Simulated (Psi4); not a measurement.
disulfane (H$_{2}$S$_{2}$), singlet, geometry from GFN2-xTB; MP2/6-31G** (Psi4).

Psi4 was given this input:
```
memory 2 GB

molecule {
0 1
S    -0.89880885    0.02604772    0.48959929
S     0.89707958    0.07839641   -0.48718121
H    -1.52188329   -0.85435140   -0.30564322
H     1.54955162   -0.81675470    0.26695388
}

set {
  basis 6-31g**
}

energy('mp2')
print_variables()
```

It wrote (shortened):

```
    SCF Algorithm Type (re)set to DF.

   => Loading Basis Set <=

    Name: 6-31G**
    Role: ORBITAL
    Keyword: BASIS

         ---------------------------------------------------------
                                   SCF
               by Justin Turney, Rob Parrish, Andy Simmonett
                          and Daniel G. A. Smith
                              RHF Reference
         ---------------------------------------------------------

  ==> Geometry <==

    Molecular point group: c2
    Full point group: C2

    Geometry (in Angstrom), charge = 0, multiplicity = 1:

       Center              X                  Y                   Z               Mass
    ------------   -----------------  -----------------  -----------------  -----------------
         S           -0.488865235418     0.898067217687     0.027140301813    31.972071174400
         S            0.488865235418    -0.898067217687     0.027140301813    31.972071174400
         H            0.285786749557     1.535927821567    -0.860994352690     1.007825032230
         H           -0.285786749557    -1.535927821567    -0.860994352690     1.007825032230

  Running in c2 symmetry.

  Rotational constants: A =      4.93925  B =      0.23596  C =      0.23487 [cm^-1]
  Rotational constants: A = 148075.13171  B =   7073.79334  C =   7041.23626 [MHz]
  Nuclear repulsion =   85.565568001090355

  Charge       = 0
  Multiplicity = 1
  Electrons    = 34
  Nalpha       = 17
  Nbeta        = 17

  ==> Algorithm <==

  SCF Algorithm Type is DF.
  DIIS enabled.
  MOM disabled.
  Fractional occupation disabled.
  Guess Type is SAD.
  Energy threshold   = 1.00e-08
  Density threshold  = 1.00e-08
  Integral threshold = 1.00e-12

  ==> Primary Basis <==

  Basis Set: 6-31G**
    Blend: 6-31G**
    Number of shells: 22
    Number of basis functions: 48
    Number of Cartesian functions: 48
    Spherical Harmonics?: false
    Max angular momentum: 2

   => Loading Basis Set <=

    Name: (6-31G** AUX)
    Role: JKFIT
    Keyword: DF_BASIS_SCF

  ==> Integral Setup <==

  SCF_SUBTYPE=INCORE selected. In-core MEM_DF algorithm will be used.
  Using in-core AOs.

  ==> MemDFJK: Density-Fitted J/K Matrices <==

    J tasked:                   Yes
    K tasked:                   Yes
    wK tasked:                   No
    Algorithm:                 Core
    Schwarz Cutoff:           1E-12
    Mask sparsity (%):       0.2604
    Fitting Condition:        1E-10

   => Auxiliary Basis Set <=

[...]
  @DF-RHF Final Energy:  -796.18138087839407
    Total Energy =                       -796.1813808783940658
[...]

  //>>>>>>>>>>>>>>>>>>>>>>>>>>>>>>>>>>>//
  //               DFMP2               //
  //<<<<<<<<<<<<<<<<<<<<<<<<<<<<<<<<<<<//

   => Loading Basis Set <=

    Name: (6-31G** AUX)
    Role: RIFIT
    Keyword: DF_BASIS_MP2

	 --------------------------------------------------------
	                          DF-MP2
	      2nd-Order Density-Fitted Moller-Plesset Theory

	        Rob Parrish, Justin Turney, Andy Simmonett,
	           Ed Hohenstein, and C. David Sherrill
	 --------------------------------------------------------

   => Auxiliary Basis Set <=

  Basis Set: (6-31G** AUX)
    Blend: CC-PVDZ-RI
    Number of shells: 60
    Number of basis functions: 180
    Number of Cartesian functions: 210
    Spherical Harmonics?: true
    Max angular momentum: 3

	 --------------------------------------------------------
	                 NBF =    48, NAUX =   180
	 --------------------------------------------------------
	   CLASS    FOCC     OCC    AOCC    AVIR     VIR    FVIR
	   PAIRS       0      17      17      31      31       0
	 --------------------------------------------------------

	-----------------------------------------------------------
	 ==================> DF-MP2 Energies <====================
	-----------------------------------------------------------
	 Reference Energy          =    -796.1813808783940658 [Eh]
	 Singles Energy            =      -0.0000000000000000 [Eh]
	 Same-Spin Energy          =      -0.0638410308863490 [Eh]
	 Opposite-Spin Energy      =      -0.2089226931999493 [Eh]
	 Correlation Energy        =      -0.2727637240862983 [Eh]
	 Total Energy              =    -796.4541446024803690 [Eh]
	-----------------------------------------------------------
	 ================> DF-SCS-MP2 Energies <==================
	-----------------------------------------------------------
	 SCS Same-Spin Scale       =       0.3333333333333333 [-]
	 SCS Opposite-Spin Scale   =       1.2000000000000000 [-]
	 SCS Same-Spin Energy      =      -0.0212803436287830 [Eh]
	 SCS Opposite-Spin Energy  =      -0.2507072318399392 [Eh]
	 SCS Correlation Energy    =      -0.2719875754687222 [Eh]
	 SCS Total Energy          =    -796.4533684538628222 [Eh]
	-----------------------------------------------------------

  Variable Map:
  ----------------------------------------------------------------------------
[...]
  Array Variable Map:
  ----------------------------------------------------------------------------
[...]
[...]
```
